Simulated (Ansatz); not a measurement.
Start from `N=C(N)O[SiH3]` and change one atom or group to get `N=C(N)[TeH]`.

Ansatz, PBE0-D4/def2-TZVP geometries, multiplicity 1. Each molecule was computed in one conformer, which needn't be the lowest.

Elements past krypton have def2 core potentials.

```
                                        property  `N=C(N)O[SiH3]`
         HOMO–LUMO gap (ωB97M-V/def2-TZVPP) / eV            11.07
             HOMO–LUMO gap (PBE/def2-TZVPP) / eV             4.96
            HOMO–LUMO gap (PBE0/def2-TZVPP) / eV             7.13
             HOMO energy (B3LYP/def2-TZVPP) / eV            -6.88
           HOMO energy (ωB97M-V/def2-TZVPP) / eV            -9.43
size of the dipole moment (B3LYP/def2-TZVPP) / D             2.03
```

Question: What does the change do to each property? (Estimate.)

Answer: Ansatz gave: 
| property | `N=C(N)[TeH]` | shift |
| --- | --- | --- |
| HOMO–LUMO gap (ωB97M-V/def2-TZVPP) / eV | 9.40 | -1.67 |
| HOMO–LUMO gap (PBE/def2-TZVPP) / eV | 3.58 | -1.38 |
| HOMO–LUMO gap (PBE0/def2-TZVPP) / eV | 5.44 | -1.69 |
| HOMO energy (B3LYP/def2-TZVPP) / eV | -6.30 | 0.58 |
| HOMO energy (ωB97M-V/def2-TZVPP) / eV | -8.65 | 0.78 |
| size of the dipole moment (B3LYP/def2-TZVPP) / D | 1.63 | -0.40 |

With PBE0 the HOMO rises by 0.59 eV and the LUMO falls by 1.09 eV, so the gap narrows by about 1.68 eV. PBE moves the HOMO by 0.37 eV and ωB97M-V by 0.78 eV. The zero-point energy changes by -61.9 kJ/mol with -9 modes. Dipoles are sizes alone; their direction can turn.

B3LYP here is the variant with VWN-RPA as its local correlation; programs differ in this.

Spin–orbit coupling is left out; it splits and shifts lone-pair levels of the heavy atoms by tenths of an eV.
